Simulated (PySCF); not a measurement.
## AsPb⁻: frontier orbitals

r²SCAN at R = 2.445 Å; PySCF, scalar-relativistic core potentials, basis sets As aug-cc-pVDZ-PP with ECP10, Pb aug-cc-pVDZ-PP with ECP60. State: ¹Σ⁺ (singlet), closed shell. Only the outer orbitals are listed, counted within each symmetry, core potentials removing the inner ones.

```csv
orbital,occ.,ε (eV),on As (%),main shells (%)
7σ,2,-9.70,69,"67 As s, 28 Pb s"
8σ,2,-6.22,35,"62 Pb s, 27 As s"
9σ,2,-0.38,53,"49 As p, 40 Pb p"
5π,2,-0.18,65,"64 As p, 35 Pb p"
5π,2,-0.18,65,"64 As p, 35 Pb p"
6π,0,2.21,30,"68 Pb p, 29 As p"
6π,0,2.21,30,"68 Pb p, 29 As p"
```

Problem. Which are the highest filled and the lowest empty level, where do they sit, and how wide is the gap?

Solution. Highest filled 5π at -0.18 eV (in %: 64 As p, 35 Pb p); lowest empty 6π at 2.21 eV (in %: 68 Pb p, 29 As p); the gap at r²SCAN is 2.39 eV. An empty level above zero is unbound, and its energy depends on the basis.

| Item | Value |
| --- | --- |
| bond order (Mayer) | 2.82 |
| ⟨S²⟩ | 0.000 |
| charge on As (Mulliken, basis-dependent) | -0.75 |
| charge on As (Löwdin, basis-dependent) | -0.73 |
| dipole moment (positive dipole points towards Pb; it is taken about the centre of mass and depends on that origin) | 4.22 D |

These are scalar-relativistic numbers at best; spin–orbit coupling would shift them, the dissociation energy most.
